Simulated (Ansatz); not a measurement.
`S[CH2][GeH3]` + `C[SiH2]O` → `C[SiH2][O][GeH3]` + CH₃SH  (ligand exchange at a Ge–C bond)

Computed with Ansatz on PBE0-D4/def2-TZVP structures; ΔE is electronic, products minus reactants. CBS: MP2 limit from def2 TZ/QZ plus the TZ coupled-cluster correction, frozen cores. This one scheme is used for every species. Functionals use def2-TZVPP. B3LYP here is the variant with VWN-RPA as its local correlation; programs differ in this. For Ge outer-core shells are correlated without core-valence functions, which leaves a few kJ/mol of doubt a bond. Scalar relativity is left out up to krypton. Each species was taken in one conformer, which may not be the lowest.

```tsv
level	ΔE (kJ/mol)	difference from CCSD(T)/CBS
r2SCAN-D4	-55.2	-3.8
B3LYP-D4	-58.7	-7.3
r2SCANh-D4	-55.3	-3.9
PBE-QIDH	-53.6	-2.2
CAM-B3LYP	-61.3	-9.9
LC-ωPBE	-53.8	-2.4
HF/def2-TZVPP	-77.8	-26.4
CCSD(T)/def2-TZVPP	-55.3	-3.9
SCS-MP2/def2-QZVPP	-58.8	-7.4
CCSD/CBS(def2)	-53.7	-2.3
CCSD(T)/CBS	-51.4	0
```

Largest T1 diagnostic among the species: 0.011.

Leaving LDA and LC-ωPBE aside and taking each functional with its dispersion term where it has one, the values, not all of them listed here, spread over 18.2 kJ/mol, from BHLYP-D4 to PBE-D4. LDA lies +7.2 kJ/mol from PBE without D4. From BLYP to BHLYP (50 % exact exchange), in def2-TZVPP and without D4, ΔE moves by −7.1 kJ/mol. At CCSD(T), def2-SVP lies −13.0 kJ/mol from the extrapolated value and def2-TZVPP −3.9 kJ/mol.
